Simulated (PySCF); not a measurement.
## Electronic structure of Ti³⁺ (titanium, charge +3) at the UHF level

Configuration: [Ar] 3d1, 2D determinant. Calculation: PySCF 2.14, in aug-cc-pVDZ; no relativity, point nucleus.

| Property | Result |
| --- | --- |
| Total energy | -846.737939 hartree |
| One-electron energy | -1135.9590 hartree |
| Hartree (Coulomb) energy | 329.4404 hartree |
| Exchange energy | -40.2194 hartree |
| Kinetic energy | 845.33701 hartree |
| ⟨S²⟩ | 0.7515 |
| ⟨L²⟩ | 6.016 |
| Sum of ⟨r⟩ | 12.24 bohr |
| Sum of ⟨r²⟩ | 13.22 bohr² |
| Traceless quadrupole moment −½Σ⟨3z² − r²⟩ along its main axis | 0.492 e·bohr² |
| Density at the nucleus (Gaussians lack the cusp) | 7080 bohr⁻³ |
| Spin density at the nucleus | 0.00382 bohr⁻³ |
| Langevin diamagnetic susceptibility | -10.5 ×10⁻⁶ cm³/mol |

```json
{"shell": "1s α", "electrons": "1", "mean orbital energy (hartree)": "-184.63111", "spread (hartree)": "0", "rms radius, mean of both spins (bohr)": "0.0812"}
{"shell": "1s β", "electrons": "1", "mean orbital energy (hartree)": "-184.63086", "spread (hartree)": "0", "rms radius, mean of both spins (bohr)": "0.0812"}
{"shell": "2s α", "electrons": "1", "mean orbital energy (hartree)": "-22.78438", "spread (hartree)": "0", "rms radius, mean of both spins (bohr)": "0.353"}
{"shell": "2s β", "electrons": "1", "mean orbital energy (hartree)": "-22.76228", "spread (hartree)": "0", "rms radius, mean of both spins (bohr)": "0.353"}
{"shell": "2p α", "electrons": "3", "mean orbital energy (hartree)": "-19.15523", "spread (hartree)": "0.00206", "rms radius, mean of both spins (bohr)": "0.321"}
{"shell": "2p β", "electrons": "3", "mean orbital energy (hartree)": "-19.13282", "spread (hartree)": "0.02898", "rms radius, mean of both spins (bohr)": "0.321"}
{"shell": "3s α", "electrons": "1", "mean orbital energy (hartree)": "-4.13821", "spread (hartree)": "0", "rms radius, mean of both spins (bohr)": "1.07"}
{"shell": "3s β", "electrons": "1", "mean orbital energy (hartree)": "-4.06539", "spread (hartree)": "0", "rms radius, mean of both spins (bohr)": "1.07"}
{"shell": "3p α", "electrons": "3", "mean orbital energy (hartree)": "-3.04595", "spread (hartree)": "0.04812", "rms radius, mean of both spins (bohr)": "1.17"}
{"shell": "3p β", "electrons": "3", "mean orbital energy (hartree)": "-2.95664", "spread (hartree)": "0.07126", "rms radius, mean of both spins (bohr)": "1.17"}
{"shell": "3d α", "electrons": "1", "mean orbital energy (hartree)": "-1.63271", "spread (hartree)": "0", "rms radius, mean of both spins (bohr)": "1.36"}
```

Spin-orbit constants ζ (cm⁻¹) from the X2C one-electron operator on these orbitals (non-relativistic here): bare nucleus, nucleus screened by l(l+1)(2l+1)/3 electrons, and screened by the Breit-Pauli mean field of the electrons.

```csv
shell,bare,screened nucleus,mean field
2p,32410,29470,28100
3p,3509,3190,3018
3d,334.2,182.3,160.6
```

To first order the Landé constant is A = 160.6 cm⁻¹, so the lowest level has J = 3/2 and lies 0.0299 eV below the centre of the term.
